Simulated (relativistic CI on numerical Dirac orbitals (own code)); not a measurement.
# Line list: Electric-dipole lines, Ag28+

Calculated at this level of theory: Dirac-Coulomb-Breit CI, separate exchange-only KLI orbitals for each configuration, model QED, unscaled Slater integrals (own radial code, finite nucleus).

Configurations in the expansion (outside the closed core [Ne]): 3s2 3p6 3d, 3s2 3p5 3d2, 3s 3p6 3d2, 3s2 3p6 4s, 3s2 3p6 4p, 3s2 3p6 4d, 3s2 3p5 3d 4s, 3s2 3p6 4f, 3s2 3p5 3d 4p, 3p6 3d3, 3p5 3d4, 3p5 3d3 4s. Double excitations out of closed p, d and f shells are left out; levels of such configurations are missing from the list, as are those of other unlisted configurations, and high levels can miss mixing partners. These lack a partner that the ground configuration has and come out too high: 3s2 3p5 3d 4p.

```tsv
λ vac (nm)	Lower	Upper	A (s⁻¹)	gf	Branching (%)
1.6117	3s2 3p6 3d 2D_5/2 [2]	3s2 3p5 3d 4s 2D°_5/2 [182]	1.40e+12	3.27e-01	96.8
1.6155	3s2 3p6 3d 2D_5/2 [2]	3s2 3p5 3d 4s 4D°_7/2 [177]	6.41e+11	2.01e-01	99.6
1.6215	3s2 3p6 3d 2D_3/2 [1]	3s2 3p5 3d 4s 2D°_3/2 [147]	1.39e+12	2.19e-01	86.6
1.6232	3s2 3p6 3d 2D_3/2 [1]	3s2 3p5 3d 4s 2F°_5/2 [145]	1.90e+12	4.49e-01	98.5
1.6274	3s2 3p6 3d 2D_5/2 [2]	3s2 3p5 3d 4s 2D°_3/2 [163]	1.01e+12	1.60e-01	95.4
1.6310	3s2 3p6 3d 2D_5/2 [2]	3s2 3p5 3d 4s 2F°_7/2 [160]	2.08e+12	6.63e-01	99.9
1.6346	3s2 3p6 3d 2D_3/2 [1]	3s2 3p5 3d 4s 2P°_1/2 [128]	1.87e+12	1.50e-01	99.9
1.8580	3s2 3p6 3d 2D_5/2 [2]	3s2 3p6 4p 2P°_3/2 [85]	8.86e+11	1.83e-01	89.3
5.5999	3s2 3p6 3d 2D_3/2 [1]	3s2 3p5 3d2 2P°_1/2 [45]	2.46e+11	2.31e-01	100.0
5.6453	3s2 3p6 3d 2D_3/2 [1]	3s2 3p5 3d2 2D°_3/2 [44]	1.28e+12	2.44e+00	98.7
5.7418	3s2 3p6 3d 2D_5/2 [2]	3s2 3p5 3d2 2P°_3/2 [47]	9.95e+11	1.97e+00	99.1
5.7795	3s2 3p6 3d 2D_5/2 [2]	3s2 3p5 3d2 2D°_5/2 [46]	1.15e+12	3.46e+00	98.8
5.8714	3s2 3p6 3d 2D_3/2 [1]	3s2 3p5 3d2 2P°_1/2 [42]	6.69e+11	6.91e-01	100.0
5.9906	3s2 3p6 3d 2D_5/2 [2]	3s2 3p5 3d2 2F°_7/2 [43]	5.43e+11	2.34e+00	100.0
6.4435	3s2 3p6 3d 2D_3/2 [1]	3s2 3p5 3d2 2F°_5/2 [36]	3.99e+11	1.49e+00	97.6
6.5360	3s2 3p6 3d 2D_3/2 [1]	3s2 3p5 3d2 2F°_5/2 [33]	7.21e+10	2.77e-01	84.9
6.5620	3s2 3p6 3d 2D_5/2 [2]	3s2 3p5 3d2 2F°_7/2 [38]	2.77e+10	1.43e-01	100.0
7.0064	3s2 3p6 3d 2D_3/2 [1]	3s2 3p5 3d2 4D°_1/2 [29]	1.18e+11	1.74e-01	100.0
7.0708	3s2 3p6 3d 2D_5/2 [2]	3s2 3p5 3d2 2P°_3/2 [31]	6.73e+10	2.02e-01	93.8
7.4023	3s2 3p6 3d 2D_3/2 [1]	3s2 3p5 3d2 2F°_5/2 [26]	6.79e+10	3.35e-01	92.0
7.4139	3s2 3p6 3d 2D_5/2 [2]	3s2 3p5 3d2 4F°_5/2 [28]	5.17e+10	2.55e-01	96.9
7.4395	3s2 3p6 3d 2D_5/2 [2]	3s2 3p5 3d2 2G°_7/2 [27]	4.92e+10	3.27e-01	100.0
7.4606	3s2 3p6 3d 2D_3/2 [1]	3s2 3p5 3d2 2D°_3/2 [25]	4.11e+10	1.37e-01	94.6
7.6115	3p6 3d3 4F_9/2 [67]	3p5 3d4 2H°_11/2 [167]	1.22e+11	1.27e+00	n/a
7.6788	3s2 3p5 3d2 2F°_5/2 [7]	3s 3p6 3d2 4P_3/2 [54]	6.14e+10	2.17e-01	18.3
7.6892	3s2 3p5 3d2 2G°_7/2 [14]	3s 3p6 3d2 2G_7/2 [57]	4.46e+10	3.16e-01	14.0
7.7854	3s2 3p5 3d2 4D°_7/2 [8]	3s 3p6 3d2 4P_5/2 [53]	9.25e+10	5.04e-01	27.7
7.8213	3s2 3p5 3d2 2G°_7/2 [14]	3s 3p6 3d2 2F_5/2 [55]	6.50e+10	3.58e-01	20.1
7.8737	3s2 3p5 3d2 4D°_3/2 [4]	3s 3p6 3d2 4F_5/2 [49]	3.30e+10	1.84e-01	9.9
7.9124	3s2 3p5 3d2 2H°_11/2 [19]	3s 3p6 3d2 2G_9/2 [58]	1.80e+11	1.69e+00	54.9
7.9434	3s2 3p5 3d2 4D°_1/2 [3]	3s 3p6 3d2 4F_3/2 [48]	6.99e+10	2.64e-01	21.0
8.0113	3s2 3p5 3d2 4D°_3/2 [4]	3s 3p6 3d2 4F_3/2 [48]	8.23e+10	3.17e-01	24.8
8.0548	3s2 3p5 3d2 4D°_5/2 [5]	3s 3p6 3d2 4F_5/2 [49]	7.20e+10	4.20e-01	21.6
8.0561	3s2 3p6 3d 2D_5/2 [2]	3s2 3p5 3d2 2F°_7/2 [22]	1.70e+10	1.32e-01	100.0
8.0569	3s2 3p5 3d2 2F°_7/2 [22]	3s 3p6 3d2 2D_5/2 [59]	1.09e+11	6.37e-01	33.7
8.0919	3s2 3p5 3d2 4G°_11/2 [10]	3s 3p6 3d2 4F_9/2 [51]	1.69e+11	1.66e+00	50.7
8.1241	3s2 3p5 3d2 4P°_3/2 [13]	3s 3p6 3d2 4P_1/2 [52]	2.01e+11	3.98e-01	59.7
8.1475	3s2 3p5 3d2 4D°_7/2 [8]	3s 3p6 3d2 4F_7/2 [50]	3.93e+10	3.13e-01	11.8
8.1724	3s2 3p5 3d2 4G°_9/2 [9]	3s 3p6 3d2 4F_7/2 [50]	1.62e+11	1.30e+00	48.8
8.1989	3s2 3p5 3d2 4D°_5/2 [5]	3s 3p6 3d2 4F_3/2 [48]	5.93e+10	2.39e-01	17.8
8.2282	3s2 3p5 3d2 4G°_7/2 [6]	3s 3p6 3d2 4F_5/2 [49]	1.51e+11	9.17e-01	45.1
8.2933	3s2 3p5 3d2 2G°_9/2 [24]	3s 3p6 3d2 2G_9/2 [58]	5.85e+10	6.03e-01	17.8
8.4175	3s2 3p5 3d2 2G°_9/2 [24]	3s 3p6 3d2 2G_7/2 [57]	5.63e+10	4.78e-01	17.6
8.4351	3s2 3p5 3d2 2F°_7/2 [18]	3s 3p6 3d2 4P_5/2 [53]	7.57e+10	4.84e-01	22.6
8.5324	3s2 3p5 3d2 4F°_9/2 [16]	3s 3p6 3d2 4F_9/2 [51]	7.74e+10	8.45e-01	23.3
```

Terms are leading LS components. Brackets give the number of a level in order of energy, since labels repeat. The list gives strong lines, with weight on those to low levels, without lines whose two gauges differ by over a factor of 2.5, among the lowest 200 of 570 levels, so that lines to higher ones, which can be the strongest, are missing. Levels whose partners in the same complex of configurations lie outside the list can be far off, and so can their lines. Rates are taken at the computed energies, electric ones in the length gauge.

At this charge energies of transitions that change n are usually good to better than 1 %, and those within a shell (Δn = 0) to a few per cent.

LS names give the leading component of a level, which can be under half, so a name can repeat, a term be missing and a line seem to break the LS rules.
